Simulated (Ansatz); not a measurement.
`CCNBN` + `C[SiH2]O` → `CCO[SiH2]C` + `NBN`  (substitution at a C–N bond)

Computed with Ansatz on PBE0-D4/def2-TZVP structures; ΔE is electronic, products minus reactants. CBS: MP2 limit from def2 TZ/QZ plus the TZ coupled-cluster correction, frozen cores. This one scheme is used for every species. DFT in def2-TZVPP. Each species was taken in one conformer, which may not be the lowest.

Question: Is it downhill or uphill in electronic energy at CCSD(T)/CBS, and by how much? (Best estimate.)

Answer: The calculation gave: Uphill: ΔE = +0.14 eV.

Question: What do these levels give: r2SCAN-D4, PBE0-D4, PBE, PBE0, HF/def2-TZVPP, MP2/def2-TZVPP, CCSD/def2-TZVPP, HF/def2-QZVPP, MP2/def2-QZVPP, SCS-MP2/def2-QZVPP, HF/CBS(def2), MP2/CBS(def2)? (Best estimate.)

Answer: The calculation gave: r2SCAN-D4 0.10, PBE0-D4 0.13, PBE 0.14, PBE0 0.14, HF/def2-TZVPP 0.06, MP2/def2-TZVPP 0.16, CCSD/def2-TZVPP 0.13, HF/def2-QZVPP 0.06, MP2/def2-QZVPP 0.16, SCS-MP2/def2-QZVPP 0.14, HF/CBS(def2) 0.05, MP2/CBS(def2) 0.17 eV.

Largest T1 diagnostic among the species: 0.011.

In def2-TZVPP, CCSD(T) changes the Hartree–Fock value by +0.07 eV (the triples alone add +0.01 eV) and MP2 by +0.10 eV.
